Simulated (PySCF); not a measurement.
Correlation energy of Mg(3+) (magnesium, charge +3)

[He] 2s2 2p5, 2P determinant. Computed with PySCF 2.14 in aug-cc-pVDZ-DK (5s4p2d, 27 functions), with scalar relativity by spin-free X2C-1e. Frozen: [He] 2s2; 5 electrons correlated.

Total MP2 correlation energy: -0.43 mhartree.

Same-spin part -0.10 and opposite-spin part -0.33 mhartree; SCS-MP2 scales them by 1/3 and 6/5 to -0.43 mhartree.

```
  level  correlation energy (mhartree)
   CCSD                          -0.45
    (T)                           0.00
CCSD(T)                          -0.45
```

Diagnostics: T1 = 0.00022, D1 = 0.0003, largest double amplitude 0.002.

Cost of the coupled-cluster step: 0.18 s of wall time on 1 thread of Neoverse-V1 (shared host), for 5 correlated electrons.

Iterations:

```
CC2 = 0
CCSD nocc = (np.int64(3), np.int64(2)), nmo = (25, 25)
frozen orbitals [[0, 1], [0, 1]]
max_cycle = 100
direct = 0
conv_tol = 1e-08
conv_tol_normt = 1e-06
diis_space = 8
diis_start_cycle = 0
Init t2, MP2 energy = -0.000432399348453258
Init E_corr(UCCSD) = -0.000432399348453571
cycle = 1  E_corr(UCCSD) = -0.000439674410286315  dE = -7.27506183e-06  norm(t1,t2) = 0.00128961
cycle = 2  E_corr(UCCSD) = -0.000447514478606276  dE = -7.84006832e-06  norm(t1,t2) = 0.000391857
cycle = 3  E_corr(UCCSD) = -0.000450784611932942  dE = -3.27013333e-06  norm(t1,t2) = 0.000136985
cycle = 4  E_corr(UCCSD) = -0.000450838109207354  dE = -5.34972744e-08  norm(t1,t2) = 7.39371e-06
cycle = 5  E_corr(UCCSD) = -0.000450826707924587  dE = 1.14012828e-08  norm(t1,t2) = 1.47302e-06
cycle = 6  E_corr(UCCSD) = -0.00045082738855054  dE = -6.80625953e-10  norm(t1,t2) = 1.51001e-07
UCCSD converged
E(UCCSD) = -196.1520890363761  E_corr = -0.0004508273885505399
UCCSD(T) correction = -1.6606793003282e-06
```
